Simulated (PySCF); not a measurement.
CH9GeNSi, SMILES C[SiH2][NH][GeH3].

Geometry: PBE0-D3(BJ)/def2-SVP. The structure was generated by enumeration, and PubChem lists no compound with its InChIKey, so it may never have been made. Other conformers were not sampled.

Two levels are set side by side: TDDFT-PBE/def2-SVPD (PySCF) and TDDFT-CAM-B3LYP/def2-SVPD (PySCF). Vertical, same geometry. The lowest singlet is HOMO→LUMO 82 %, HOMO→LUMO+1 17 % with PBE and HOMO→LUMO+1 51 %, HOMO→LUMO 44 % with the other functional; states are paired by order. Differences are taken from unrounded values.

| quantity | TDDFT-CAM-B3LYP |
|---|---|
| lowest singlet excitation (eV) | 6.07 |
| lowest triplet excitation (TDA) (eV) | 5.69 |

### Question
What does TDDFT-PBE give, and how far is it from TDDFT-CAM-B3LYP? (The exact figures need the calculation; the answer reports its results.)

### Answer

```json
[
 {"quantity": "lowest singlet excitation (eV)", "TDDFT-PBE": "5.24", "TDDFT-PBE minus TDDFT-CAM-B3LYP": "-0.82"},
 {"quantity": "lowest triplet excitation (TDA) (eV)", "TDDFT-PBE": "4.97", "TDDFT-PBE minus TDDFT-CAM-B3LYP": "-0.71"}
]
```

Functionals without exact exchange tend to place singlet excitations lower, as here. Differences between two approximate levels are no errors against the true value.

Rough cost on one machine, each run with all the roots and properties that it gave: TDDFT-CAM-B3LYP against TDDFT-PBE about 8 times.
